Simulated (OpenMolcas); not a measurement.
# Ru4+: moving or changing the point charges

Ru4+ among 8 point charges of -1.2 e arranged as a cube (Oh), 2.22 Å from the ion.
```
   1.2817    1.2817    1.2817  -1.20
   1.2817    1.2817   -1.2817  -1.20
   1.2817   -1.2817    1.2817  -1.20
   1.2817   -1.2817   -1.2817  -1.20
  -1.2817    1.2817    1.2817  -1.20
  -1.2817    1.2817   -1.2817  -1.20
  -1.2817   -1.2817    1.2817  -1.20
  -1.2817   -1.2817   -1.2817  -1.20
```

- Program: OpenMolcas
- Method: CASSCF
- Basis: ANO-RCC-VDZP [6s5p3d1f]
- Scalar Hamiltonian: DKH2, point nucleus
- Active space: 4 electrons in 5 orbitals (4d)
- State averaging: 2S+1 = 5 even, 5 roots; 2S+1 = 3 even, 45 roots; 2S+1 = 1 even, 50 roots
- Spin-orbit coupling: state interaction with AMFI integrals over the reference wave functions

Runs around this geometry, states (labels of O, the rotations of Oh). Energies in cm-1 above the lowest state or level, χT in cm3 K/mol; under a threefold ground state the first gap can be a small split of the lowest multiplet, not the spin-orbit step.

| R (Å) | q (e) | Ground state | First state of that spin | First gap with spin-orbit (degeneracies) | χT at 300 K | First state of another spin |
| --- | --- | --- | --- | --- | --- | --- |
| 2.22 | -0.96 | 5T2 | 5E 2039 | 438.8 (1, 3) | 0.793 | 3T1 18424 |
| 2.07 | -1.2 | 5T2 | 5E 3602 | 386.5 (1, 3) | 0.984 | 3T1 17144 |
| 2.22 | -1.2 | 5T2 | 5E 2554 | 420.6 (1, 3) | 0.858 | 3T1 18031 |
| 2.4 | -1.2 | 5T2 | 5E 1737 | 449.8 (1, 3) | 0.755 | 3T1 18635 |

Taking the first state of the same spin as R^-n, n = -ln(1737 / 3602) / ln(2.4 / 2.07) = 4.9 between the shortest and longest distance.

Scaling the charges by -0.96 / -1.2 = 0.80 scales the first state of the same spin by 2039 / 2554 = 0.80; with fixed orbitals a first-order splitting would follow the charge.

An orbital triplet at a regular site is open to Jahn-Teller coupling, which can distort the site and quench the lowest spin-orbit gaps and is left out. Without dynamic correlation the repulsion within the d shell is too large (B by tens of per cent), so at a given field states of lower spin stand too high. Point charges give a weaker field than real ligands, and real ions of this kind are as a rule low spin; the high spin found here belongs to the model. The ground term spreads over less than 5000 cm-1, several times less than with real ligands, so orbital moments are less quenched and χT lies further from the spin-only value than at real sites. Point charges carry no covalency, so the field is a model and not that of real ligands. No measured value stands beside these numbers.
